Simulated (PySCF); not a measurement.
C₆ coefficients of unlike pairs at PBE0

Calculated with PySCF 2.14 from the dipole response of each species, C₆(A,B) = (3/π) ∫ α_A(iu) α_B(iu) du, in atomic units, from isotropic polarisabilities. For ions this is the dispersion term alone; charge-induced terms of lower order in 1/R come first.

```json
{"species": "Te³⁺", "configuration": "[Kr] 4d10 5s2 5p1 (2P)", "basis": "aug-cc-pwCVDZ-PP with ECP28MDF (6s5p4d1f)", "relativity": "core potential", "α (bohr³)": "10.50", "C₆ (like pair)": "53.27"}
{"species": "Zn⁺", "configuration": "[Ar] 3d10 4s1 (2S)", "basis": "aug-cc-pVDZ-DK (7s6p4d2f)", "relativity": "spin-free X2C", "α (bohr³)": "18.14", "C₆ (like pair)": "75.01"}
{"species": "Lu²⁺", "configuration": "[Xe] 4f14 6s1 (2S)", "basis": "x2c-TZVPPall with one added diffuse shell each of s, p, d type (12s8p8d2f2g)", "relativity": "spin-free X2C", "α (bohr³)": "34.75", "C₆ (like pair)": "218.3"}
{"species": "O³⁺", "configuration": "[He] 2s2 2p1 (2P)", "basis": "aug-cc-pCVQZ-DK (9s8p6d4f2g)", "relativity": "spin-free X2C", "α (bohr³)": "1.356", "C₆ (like pair)": "1.267"}
```

Q: Estimate C₆ for O³⁺ with Lu²⁺.

A: The integral gives 14.65. The combination rule 2 C_A C_B / (C_A α_B/α_A + C_B α_A/α_B) gives 13.50 and the geometric mean 16.63.

No spin-orbit coupling is included.

The other pairs:

```json
{"pair": "Lu²⁺, Te³⁺", "C₆": "100.7"}
{"pair": "Lu²⁺, Zn⁺", "C₆": "127.4"}
{"pair": "Zn⁺, Te³⁺", "C₆": "60.61"}
{"pair": "O³⁺, Zn⁺", "C₆": "8.883"}
{"pair": "O³⁺, Te³⁺", "C₆": "8.112"}
```
